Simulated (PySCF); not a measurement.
Atoms are numbered as in `[CH3:1][C:2]1=[CH:3][SiH2:4][CH:5]=[CH:6]1`. Each H is labelled by its parent atom.

Geometry: PBE0-D3(BJ)/def2-SVP; GIAO shifts from PySCF 2.14.0 with density-fitted response routines, gas phase, non-relativistic, averaged over equivalent atoms.

At PBE0/pcSseg-1 (149 basis functions, 12 s wall time on 1 thread of an Arm Neoverse V2, shared host):
| atoms | δ (ppm) |
| --- | --- |
| C2 | 168.2 |
| C6 | 161.0 |
| C5 | 135.6 |
| C3 | 125.0 |
| C1 | 24.7 |
| Si4 | -38.3 |
| H(C6) | 7.04 |
| H(C5) | 6.40 |
| H(C3) | 5.81 |
| H(Si4) | 4.65 |
| H(C1) | 2.13 |

Shifts are taken against calculated references (same method and geometry level): 13C (σref 184.41) and 29Si (σref 351.99) and 1H (σref 31.27) against TMS.

**Question.** Predict the values at BP86/pcSseg-1 on the same geometry.

**Answer.** 
| atoms | δ at BP86/pcSseg-1 | change |
| --- | --- | --- |
| C2 | 166.5 | -1.7 |
| C6 | 158.9 | -2.1 |
| C5 | 132.9 | -2.7 |
| C3 | 122.7 | -2.3 |
| C1 | 25.5 | +0.8 |
| Si4 | -41.0 | -2.7 |
| H(C6) | 7.03 | -0.01 |
| H(C5) | 6.28 | -0.12 |
| H(C3) | 5.71 | -0.10 |
| H(Si4) | 4.77 | +0.12 |
| H(C1) | 2.16 | +0.03 |

Referencing at the same level of theory: TMS for 13C (179.74 ppm) and 29Si (333.91 ppm) and 1H (31.27 ppm).

The largest change is at C5 (alkene CH). Cost: 149 basis functions, 18 s wall time on 1 thread of an Arm Neoverse V2, shared host. The order of the carbon signals is the same at both levels.
